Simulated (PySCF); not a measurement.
A PySCF script (with the pyscf-properties extension) for the NMR shieldings of `C1[CH2][Al]([N]([SiH3])[SiH3])[CH2]C1`, C₄H₁₄AlNSi₂, on a PBE0-D3(BJ)/def2-SVP geometry:

```python
import basis_set_exchange as bse
import numpy as np
from pyscf import gto, dft
from pyscf.prop import nmr

atoms = """
Si   -2.441961   -0.891853    1.675309
N    -1.785162   -0.118510    0.246294
Si   -2.893111    0.539478   -0.942119
Al    0.002474    0.000467   -0.002383
C     1.493468   -0.649319    1.092189
C     2.643898   -0.462619    0.082399
C     2.443126    0.799908   -0.778370
C     1.051580    0.817619   -1.442627
H    -3.263713    0.065572    2.481420
H    -1.314294   -1.389401    2.519174
H    -3.323881   -2.045539    1.310625
H    -3.774180   -0.527796   -1.512970
H    -3.782233    1.582230   -0.338954
H    -2.102350    1.156964   -2.049300
H     1.641410    0.007132    1.970585
H     1.435003   -1.674984    1.488081
H     2.679366   -1.337895   -0.592611
H     3.628706   -0.425216    0.579091
H     3.256181    0.880591   -1.520124
H     2.543497    1.684871   -0.122727
H     1.044609    0.169002   -2.339020
H     0.757124    1.819212   -1.791868
"""
names = dict.fromkeys(["Si", "N", "Al", "C", "H"], "pcSseg-1")
basis = {el: gto.basis.parse(bse.get_basis(n, elements=[el], fmt="nwchem")) for el, n in names.items()}
mol = gto.M(atom=atoms, basis=basis, charge=0, verbose=0)
mf = dft.RKS(mol, xc="B3LYP")
mf.grids.level = 2
mf.grids.alignment = dft.numint.BLKSIZE   # the property module wants whole blocks of grid points
mf.conv_tol = 1e-9
mf.kernel()

calc = nmr.RKS(mf)   # GIAO
C = mf.mo_coeff
Co = C[:, mf.mo_occ > 0]
resp = mf.gen_response(singlet=True, hermi=2)
def vind(x):   # induced exchange potential for any number of trial vectors
    d = np.einsum("pi,xij,qj->xpq", C, 2 * x.reshape(-1, C.shape[1], Co.shape[1]), Co, optimize=True)
    return np.einsum("xpq,pi,qj->xij", resp(d - d.transpose(0, 2, 1)), C, Co, optimize=True).ravel()
mo1, _ = nmr.rhf.solve_mo1(calc, with_cphf=vind)
sigma = calc.kernel(mo1)
for i, s in enumerate(sigma):   # ppm
    print("%2d %-2s %9.2f" % (i, mol.atom_pure_symbol(i), np.trace(s) / 3))
```

Question: What does it print?

Answer: 
```
 0 Si    390.62
 1 N     218.29
 2 Si    390.59
 3 Al    298.09
 4 C     173.77
 5 C     148.80
 6 C     148.82
 7 C     173.71
 8 H      26.68
 9 H      26.52
10 H      26.67
11 H      26.68
12 H      26.67
13 H      26.51
14 H      31.51
15 H      30.95
16 H      30.45
17 H      29.23
18 H      29.23
19 H      30.44
20 H      31.51
21 H      30.95
```

These numbers come from an equivalent density-fitted implementation of the same equations, which agrees with the script to about 0.01 ppm for H and up to a few tenths of a ppm for heavy atoms, so last digits may differ.

Question: Turn these shieldings into chemical shifts. Shifts are taken against calculated references (same method and geometry level): TMS for $^{29}$Si (337.86 ppm) and $^{13}$C (179.24 ppm) and $^{1}$H (31.38 ppm); $^{15}$N (263.54 ppm) against NH3; $^{27}$Al (484.83 ppm) vs AlH4-.

Answer: Averaging equivalent atoms: Si 0/2: -52.7; N 1: 45.2; Al 3: 186.7; C 5/6: 30.4; C 4/7: 5.5; H 8/9/10/11/12/13: 4.76; H 16/17/18/19: 1.55; H 14/15/20/21: 0.15 ppm. Experimental scales use liquid or dissolved standards, which lie at an offset from isolated NH3 (liquid NH3: subtract about 20 ppm).

Size and cost of the density-fitted run: 227 basis functions, 44 s wall time on 1 thread of an Arm Neoverse V1, shared host; peak memory 1.2 GiB.
